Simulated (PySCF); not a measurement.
Working out the ionisation energy of V⁵⁺

V⁵⁺ [Ar] (1S) → V⁶⁺ [Ne] 3s2 3p5 (2P). All numbers are calculated (PySCF 2.14, scalar relativity by spin-free X2C-1e, in an uncontracted even-tempered set (20 s from 0.19 bohr⁻², ratio 2.5; 13 p from 0.24 bohr⁻², ratio 2.5; 5 d from 2.8 bohr⁻², ratio 2.7; 5 f from 4.1 bohr⁻², ratio 2.7)). Frozen: 1s2; the 22 highest virtual orbitals dropped. Energies in hartree (1 hartree = 27.21139 eV):

```json
{"part": "UHF", "V⁵⁺ (lower)": "-942.357182", "V⁶⁺ (upper)": "-937.685970"}
{"part": "MP2 opposite-spin", "V⁵⁺ (lower)": "-0.405860", "V⁶⁺ (upper)": "-0.386706"}
{"part": "MP2 same-spin", "V⁵⁺ (lower)": "-0.153138", "V⁶⁺ (upper)": "-0.141252"}
```

**Question.** What does Hartree-Fock give?

**Answer.** (-937.685970) − (-942.357182) = 4.671212 hartree = 127.110 eV.

**Question.** What do MP2 and SCS-MP2 (6/5 opposite-spin, 1/3 same-spin) give?

**Answer.** The opposite-spin parts differ by 0.521 eV and the same-spin parts by 0.323 eV. MP2: 127.110 + (0.521) + (0.323) = 127.954 eV. SCS-MP2: 127.110 + 1.2 × (0.521) + (0.323)/3 = 127.843 eV.

A first-order spin-orbit estimate adds -0.304 eV to MP2 (outer shells), giving 127.650 eV against 128.12 eV (measured; NIST Atomic Spectra Database, ionization energies).

What remains against the reference includes basis incompleteness, the frozen core and correlation beyond second order.
